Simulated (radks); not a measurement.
Results of a calculation; reference values are marked as such.
Species: Sm+. Configuration: [Xe] 4f6 6s1.

Level of theory: Dirac Kohn-Sham, Slater X-alpha with alpha = 1.012, spin-unpolarised, spherical densities, point nucleus; open shells fill j = l - 1/2 first (a radial shooting solver on a logarithmic mesh with Libxc functionals).

Energy parts (eV):
total: -286729.26
kinetic: 311014.05
electron-nucleus: -700180.58
Hartree: 111745.42
exchange: -9308.14

Orbitals (lengths in bohr, moments of r in powers of bohr):
orbital,occ.,eigenvalue (eV),<r^4>,small-component weight
1s1/2,2,-46900.94,1.308e-06,5.33e-02
2s1/2,2,-7712.862,0.0002082,1.17e-02
2p1/2,2,-7328.216,0.0001289,1.18e-02
2p3/2,4,-6716.819,0.0001663,1.10e-02
3s1/2,2,-1707.619,0.008123,3.71e-03
3p1/2,2,-1539.288,0.007391,3.65e-03
3p3/2,4,-1414.542,0.008949,3.43e-03
3d3/2,4,-1119.734,0.006514,3.31e-03
3d5/2,6,-1092.369,0.006915,3.25e-03
4s1/2,2,-349.3311,0.2020,1.17e-03
4p1/2,2,-283.9261,0.2304,1.10e-03
4p3/2,4,-256.3758,0.2785,1.02e-03
4d3/2,4,-147.6774,0.4027,8.64e-04
4d5/2,6,-142.6832,0.4283,8.42e-04
4f5/2,6,-15.4717,3.254,4.86e-04
4f7/2,0,-14.8418,3.492,4.78e-04
5s1/2,2,-54.0271,6.837,2.52e-04
5p1/2,2,-36.0212,11.34,2.01e-04
5p3/2,4,-32.1966,14.25,1.80e-04
6s1/2,1,-9.5716,334.1,3.86e-05

The highest occupied level is 6s1/2 at -9.572 eV. The configuration is held as typed, so some empty levels lie below it. The density falls to 0.001 e/bohr^3 at r = 4.41 bohr. Summed over all electrons, <r^2> = 52.97 bohr^2, which gives a Langevin (diamagnetic) susceptibility term of -42 x 10^-6 cm^3/mol.
